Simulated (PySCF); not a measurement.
GeH5Si, charge +1, multiplicity 1. Atoms are numbered in the order given.

```xyz
7

Si     1.6504    -0.0086     0.0000
Ge    -0.7719    -0.0010     0.0000
H      2.4785     0.0199     1.2225
H      2.4785     0.0199    -1.2225
H     -1.0290     1.5108     0.0000
H     -1.1661    -0.6985     1.2974
H     -1.1661    -0.6985    -1.2974
```
Charge +1, spin multiplicity 1.

The structure is a stationary point at B3LYP-D3(BJ)/def2-TZVP. The multiplicity is an assumed one; other spin states were not compared. The isomer is the one that the SMILES or the coordinates give; other isomers of the formula were not compared.

These are B3LYP-D3(BJ)/def2-TZVP run with PySCF values and carry that method's errors.

Frequencies are harmonic and unscaled.

```json
[
 {"mode": "1", "ν (cm⁻¹)": "39", "IR (km/mol)": "0.0", "Raman (Å⁴/amu)": "5.2", "depolarisation": "0.75", "moving atoms (share of kinetic energy)": "H 100 %"},
 {"mode": "2", "ν (cm⁻¹)": "292", "IR (km/mol)": "2.6", "Raman (Å⁴/amu)": "5.6", "depolarisation": "0.17", "moving atoms (share of kinetic energy)": "Si 49 %, H 29 %, Ge 22 %"},
 {"mode": "3", "ν (cm⁻¹)": "344", "IR (km/mol)": "8.0", "Raman (Å⁴/amu)": "0.4", "depolarisation": "0.75", "moving atoms (share of kinetic energy)": "H 98 %"},
 {"mode": "4", "ν (cm⁻¹)": "345", "IR (km/mol)": "8.0", "Raman (Å⁴/amu)": "5.6", "depolarisation": "0.21", "moving atoms (share of kinetic energy)": "H 76 %, Si 16 %, Ge 8 %"},
 {"mode": "5", "ν (cm⁻¹)": "567", "IR (km/mol)": "0.0", "Raman (Å⁴/amu)": "4.3", "depolarisation": "0.75", "moving atoms (share of kinetic energy)": "H 89 %"},
 {"mode": "6", "ν (cm⁻¹)": "648", "IR (km/mol)": "5.3", "Raman (Å⁴/amu)": "1.6", "depolarisation": "0.46", "moving atoms (share of kinetic energy)": "H 86 %, Si 12 %"},
 {"mode": "7", "ν (cm⁻¹)": "741", "IR (km/mol)": "177.3", "Raman (Å⁴/amu)": "7.6", "depolarisation": "0.30", "moving atoms (share of kinetic energy)": "H 97 %"},
 {"mode": "8", "ν (cm⁻¹)": "846", "IR (km/mol)": "19.4", "Raman (Å⁴/amu)": "20.5", "depolarisation": "0.75", "moving atoms (share of kinetic energy)": "H 99 %"},
 {"mode": "9", "ν (cm⁻¹)": "854", "IR (km/mol)": "27.9", "Raman (Å⁴/amu)": "16.3", "depolarisation": "0.69", "moving atoms (share of kinetic energy)": "H 99 %"},
 {"mode": "10", "ν (cm⁻¹)": "971", "IR (km/mol)": "125.4", "Raman (Å⁴/amu)": "9.2", "depolarisation": "0.75", "moving atoms (share of kinetic energy)": "H 95 %"},
 {"mode": "11", "ν (cm⁻¹)": "2148", "IR (km/mol)": "4.6", "Raman (Å⁴/amu)": "297.8", "depolarisation": "0.09", "moving atoms (share of kinetic energy)": "H 99 %"},
 {"mode": "12", "ν (cm⁻¹)": "2192", "IR (km/mol)": "5.1", "Raman (Å⁴/amu)": "205.3", "depolarisation": "0.19", "moving atoms (share of kinetic energy)": "H 99 %"},
 {"mode": "13", "ν (cm⁻¹)": "2212", "IR (km/mol)": "9.2", "Raman (Å⁴/amu)": "115.0", "depolarisation": "0.75", "moving atoms (share of kinetic energy)": "H 98 %"},
 {"mode": "14", "ν (cm⁻¹)": "2250", "IR (km/mol)": "15.0", "Raman (Å⁴/amu)": "283.5", "depolarisation": "0.09", "moving atoms (share of kinetic energy)": "H 98 %"},
 {"mode": "15", "ν (cm⁻¹)": "2290", "IR (km/mol)": "9.0", "Raman (Å⁴/amu)": "106.5", "depolarisation": "0.75", "moving atoms (share of kinetic energy)": "H 95 %"}
]
```
